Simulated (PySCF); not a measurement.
## From computed data to an observable: dipole moment from atomic charges

Ti(Me)(H)3 (CH6Ti), SMILES [CH3][TiH3], multiplicity 1. Atoms are numbered in the order given.

```xyz
8

Ti     0.0000     0.0000     0.5257
C      0.0000     0.0000    -1.5108
H      0.8958    -0.5172    -1.8700
H      0.0000     1.0344    -1.8700
H     -0.8958    -0.5172    -1.8700
H      1.4102     0.8142     1.0368
H     -1.4102     0.8142     1.0368
H      0.0000    -1.6283     1.0368
```
Charge 0, spin multiplicity 1.

The structure is a stationary point at B3LYP-D3(BJ)/def2-TZVP. The geometry has at least one imaginary mode, so it is a saddle point at that level. The spin state was assumed, not searched.

Charges (e) from ωB97X/def2-TZVPD (PySCF):

```
atom     IAO  ESP fit
----  ------  -------
Ti1    1.326    0.981
C2    -0.795   -0.877
H3     0.159    0.224
H4     0.159    0.224
H5     0.159    0.224
H6    -0.336   -0.259
H7    -0.336   -0.259
H8    -0.336   -0.259
```

The dipole moment of the full density is 1.09 D.

What dipole moment does each set of point charges give, and which comes closer to that of the density?


μ = Σ q r, and 1 e Å = 4.8032 D.
IAO: Σ q r = (0.000, 0.000, -0.039) e Å, |μ| = 0.19 D.
ESP fit: Σ q r = (0.000, 0.000, -0.222) e Å, |μ| = 1.06 D.
ESP fit comes closer in size. Point charges leave out the atoms' own dipoles (lone pairs, polarised bonds); fits to the potential absorb them, partitions of the density don't.
